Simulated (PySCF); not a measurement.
# Working out the ionisation energy of Xe

Xe [Xe] (1S) → Xe⁺ [Kr] 4d10 5s2 5p5 (2P). Calculation: PySCF 2.14, in aug-cc-pVQZ-PP with one added diffuse shell each of s, p, d, f, g type with ECP28MDF (8s8p6d4f3g, 117 functions); scalar relativity through the core potential. Frozen: 4s2 4p6 4d10. Energies in hartree (1 hartree = 27.21139 eV):

```
             part   Xe (lower)  Xe⁺ (upper)
              UHF  -328.299144  -327.878418
MP2 opposite-spin    -0.132431    -0.107494
    MP2 same-spin    -0.038519    -0.028072
```

Q: What does Hartree-Fock give?

A: (-327.878418) − (-328.299144) = 0.420726 hartree = 11.449 eV.

Q: What do MP2 and SCS-MP2 (6/5 opposite-spin, 1/3 same-spin) give?

A: The opposite-spin parts differ by 0.679 eV and the same-spin parts by 0.284 eV. MP2: 11.449 + (0.679) + (0.284) = 12.412 eV. SCS-MP2: 11.449 + 1.2 × (0.679) + (0.284)/3 = 12.358 eV.

Measured between the centres of the two terms (NIST): 12.565 eV, so MP2 (valence) is off by -0.153 eV.

What remains against the reference includes basis incompleteness, the frozen core and correlation beyond second order.
